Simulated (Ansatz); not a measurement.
The same path of a periodic cell of 19 atoms, PdC18 (surface graphene monolayer, adsorbate Pd) was run twice with different band settings.

Level of theory: DFT PBE, scalar-relativistic, plane waves, PAW in Ansatz. Settings: cutoff 420 eV, k mesh 2x2x1, gaussian smearing 0.02 eV, no spin polarisation.

Relaxed end points:

```xyz
19
Lattice="7.3980 0.0000 0.0000 -3.6990 6.4069 0.0000 0.0000 0.0000 13.0000" Properties=species:S:1:pos:R:3
C 0.018 0.016 0.980
C 1.250 0.736 0.980
C -1.215 2.151 0.953
C 0.013 2.873 0.963
C -2.445 4.286 0.965
C -1.216 5.009 0.953
C 2.484 0.016 0.977
C 3.715 0.736 0.978
C 1.241 2.142 1.023
C 2.483 2.859 1.131
C 0.014 4.287 0.961
C 1.240 5.017 1.020
C 4.950 0.016 0.979
C 6.182 0.737 0.978
C 3.727 2.143 1.020
C 4.952 2.873 0.963
C 2.483 4.301 1.131
C 3.726 5.017 1.024
Pd 2.476 3.579 3.171
```

```xyz
19
Lattice="7.3980 0.0000 0.0000 -3.6990 6.4069 0.0000 0.0000 0.0000 13.0000" Properties=species:S:1:pos:R:3
C -0.001 0.043 0.988
C 1.233 0.738 0.970
C -1.233 2.172 0.944
C 0.000 2.875 0.968
C -2.459 4.304 1.010
C -1.233 5.008 0.997
C 2.466 0.035 0.987
C 3.699 0.738 0.970
C 1.232 2.168 0.959
C 2.466 2.856 0.983
C -0.007 4.304 1.010
C 1.223 5.015 1.070
C 4.933 0.043 0.988
C 6.165 0.742 0.945
C 3.700 2.168 0.959
C 4.932 2.875 0.968
C 2.466 4.294 1.075
C 3.709 5.015 1.070
Pd 2.466 4.672 3.136
```

Common settings: climbing image yes; optimiser quadratic models (default); force threshold 0.05 eV/Å; end points relaxed.

| run | movable images | spring | start path | iteration limit |
| --- | --- | --- | --- | --- |
| 1 | 5 | 10.0 eV/Å² | straight line | 44 |
| 2 | 2 | 5.0 eV/Å² | default | 50 |

(1) What does each run give, and how far can it be trusted?

Answers

(1) Run 1: converged after 25 iterations, highest image 0.040 eV above the first end. The highest image is an end point: on this band no image between the ends rises above it. Between wells the path still climbs a hump at image 3, 0.04 eV above the well before it.
Run 2: converged after 9 iterations, highest image 0.072 eV above the first end. The order of the stationary point at the top wasn't checked. So few images can step over the top or miss a turn of the path.
Limits of this set-up: coarse k mesh, slab without dipole correction.
